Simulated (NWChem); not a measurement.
Species: SiBrF3; SMILES F[Si](F)(F)Br

This build's default masses of Se (78.918 u) and Br (79.917 u) are each other's, which moves their modes by up to 0.6 %.

Q: Give the equilibrium geometry at B3LYP/6-31G* (spherical d) (NWChem) as an XYZ file, with the point group.

A: point group C3v; any orientation.
```
5

F     -0.1395     1.4798     1.3590
Si     0.0000     0.0000     0.8046
F      1.3513    -0.6191     1.3590
F     -1.2118    -0.8607     1.3590
Br     0.0000     0.0000    -1.3821
```
